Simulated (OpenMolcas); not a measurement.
# 4s2 4p along the 31-electron sequence

| Item | Value |
| --- | --- |
| Program | OpenMolcas |
| Method | CASSCF |
| Basis | ANO-RCC-VTZP |
| Scalar Hamiltonian | DKH2, point nucleus |
| Spin-orbit coupling | RASSI with atomic mean-field integrals over the reference wave functions, term energies averaged over their components |

Active space for each ion: 3 electrons in 4 orbitals (4s 4p).

Computed levels in cm-1 above 2P* 1/2:

```csv
Level,Ga,Ge+,As2+,Se3+,Br4+,Kr5+
2P* 3/2,803,1597,2609,3902,5516,7350
weight of 2P* in the lowest level (%),100,100,100,100,100,100
```

Measured, with the error of the calculation in %. Measured levels: Ga, Ge+ from NIST Handbook of Basic Atomic Spectroscopic Data; As2+, Se3+, Br4+ from Moore, Atomic Energy Levels, vol. II, NSRDS-NBS 35 (1971 reprint of NBS Circular 467, 1952); Kr5+ from Saloman, J. Phys. Chem. Ref. Data 36, 215 (2007).

```csv
Level,Ga,Ge+,As2+,Se3+,Br4+,Kr5+
2P* 3/2,826 (-2.8),1767 (-9.6),2940 (-11.3),4376 (-10.8),6090 (-9.4),8110 (-9.4)
```

The fine-structure level 2P* 3/2 changes by a factor of 9.15 from Ga to Kr5+. Its fourth root runs 5.32, 6.32, 7.15, 7.90, 8.62, 9.26, with steps per unit of Z of 1.00, 0.83, 0.76, 0.71, 0.64; equal steps would mean a (Z - σ)^4 law with constant σ.

Some high roots are left out of the spin-orbit mixing, which shifts the levels that they would mix with (holds for Ga; Ge+). Without dynamic correlation excited terms often stand tens of per cent too high (terms of higher spin than the ground term too low), and those without a measured partner can miss by more than the paired ones (holds for Ga; Ge+). Computed and measured levels are paired by configuration, term and J; levels that our copy of the source lacks, or whose pairing is in doubt (as where it misses far off the trend of its configuration), stay unpaired and out of the deviations. Levels of configurations outside the active space are missing.

* marks odd parity.
